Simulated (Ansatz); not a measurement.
Reactions of `[AlH2][N]=CS`.

Calculated with Ansatz (gas phase, PBE0-D4/def2-TZVP geometries, no zero-point term in ΔE). CBS: MP2 limit from def2 TZ/QZ plus the TZ coupled-cluster correction, frozen cores. This one scheme is used for every species. Double bonds are as drawn, so ΔE can hold a change between cis and trans. Functionals use def2-TZVPP. For Se outer-core shells are correlated without core-valence functions, which leaves a few kJ/mol of doubt a bond. Scalar relativity is left out up to krypton. One conformer a species, not always the lowest.

| reaction | MP2/CBS(def2) (eV) | B2PLYP (eV) | ωB97X-V (eV) |
| --- | --- | --- | --- |
| `[AlH2]/[N]=C\S` + `C[Si](O)(F)F` → `C[Si](F)(F)[O][AlH2]` + `N=CS` | -0.75 | -0.74 | -0.78 |
| `[AlH2]/[N]=C\S` + `C=CF` → `F/C=[CH]/[AlH2]` + `N=CS` | 0.71 | 0.75 | 0.66 |
| `[AlH2]/[N]=C\S` + `C[SeH]` → `C[Se][AlH2]` + `N=CS` | -0.34 | -0.25 | -0.32 |
| `[AlH2]/[N]=C\S` + `CC(O)O` → `CC(O)[O][AlH2]` + `N=CS` | -0.43 | -0.42 | -0.47 |
| `[AlH2]/[N]=C\S` + `O[SiH2]S` → `[AlH2][O][SiH2]S` + `N=CS` | -0.73 | -0.71 | -0.75 |
| `[AlH2]/[N]=C\S` + `C=CCl` → `[AlH2]/[CH]=C/Cl` + `N=CS` | 0.75 | 0.79 | 0.72 |

**Question.** Give the CCSD(T)/CBS values in the same order. (Best estimate.)

**Answer.** The calculation gave: -0.78, 0.69, -0.35, -0.45, -0.75, 0.74 eV.

Largest T1 diagnostic: 0.015, for `[AlH2]/[N]=C\S`.
